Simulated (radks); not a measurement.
Question: The arsenic ion As4+, 29 electrons, occupied as [Ar] 3d10 4s1. Method: Dirac Kohn-Sham, BLYP, spin-unpolarised, spherical densities, point nucleus; computed with a radial shooting solver on a logarithmic mesh with Libxc functionals. Some entries of the table are withheld. Estimate them.

orbital,occ.,eigenvalue (eV),<r> (bohr)
1s1/2,2,(1),0.04549
2s1/2,2,-1537.009,0.2025
2p1/2,2,-1378.988,0.1746
2p3/2,4,-1342.380,0.1783
3s1/2,2,-240.1960,0.5977
3p1/2,2,(2),(3)
3p3/2,4,(4),(5)
3d3/2,4,(6),0.6648
3d5/2,6,(7),0.6691
4s1/2,1,-57.2343,1.677

Answer: 
(1) 1s1/2 eigenvalue (eV): -11770.37
(2) 3p1/2 eigenvalue (eV): -187.0673
(3) 3p1/2 <r> (bohr): 0.6088
(4) 3p3/2 eigenvalue (eV): -182.0195
(5) 3p3/2 <r> (bohr): 0.6193
(6) 3d3/2 eigenvalue (eV): -90.9345
(7) 3d5/2 eigenvalue (eV): -90.1929
